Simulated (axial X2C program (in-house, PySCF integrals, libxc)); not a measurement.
Worked dissociation energy of EuN: TPSSh, spin-free

Calculated with an axial X2C code built on PySCF integrals. Spin-free means the one-electron spin-free X2C Hamiltonian. Basis: Eu dyall-cv3z [13s14p9d8f3g], N dyall-av3z [7s7p3d2f] (cores contracted in-house); Gaussian nuclei, density fitting, unrestricted open shells. Masses: Eu 152.921 u, N 14.003 u.

Molecular state: M_S = 4, Λ = 0 (beyond evenly filled blocks: 2 × σα, π+α, π-α, δ+α, δ-α, φ+α, φ-α).

| Property | Result |
| --- | --- |
| E(Eu) (2M_S = 7, M_L = 0) | -10843.311978 hartree |
| E(N) (2M_S = 3, M_L = 0) | -54.642360 hartree |
| E(EuN) at Re | -10898.047425 hartree |
| ωe | 699.9 cm⁻¹ |
| ωexe | 2.08 cm⁻¹ |

Task: Work out De and D0.

Result: De = -10843.311978 + (-54.642360) − (-10898.047425) = 0.09309 hartree = 2.533 eV. The zero-point energy is ωe/2 − ωexe/4 = 349 cm⁻¹ = 0.043 eV, so D0 = 2.490 eV.

Dissociation energies refer to the lowest single-determinant-based atoms at the same level and basis. The state is one determinant with fixed occupations, lowest in a PBE0 search at one distance only: followed along the bond, the spin-free determinant M_S = 3, Λ = 0 reaches 0.08 eV lower at PBE0, at Re = 1.800 Å, so the state shown is not the lowest.

Each atomic determinant is the lowest at this level and need not be a pure term. Totals compare only within one Hamiltonian and basis.
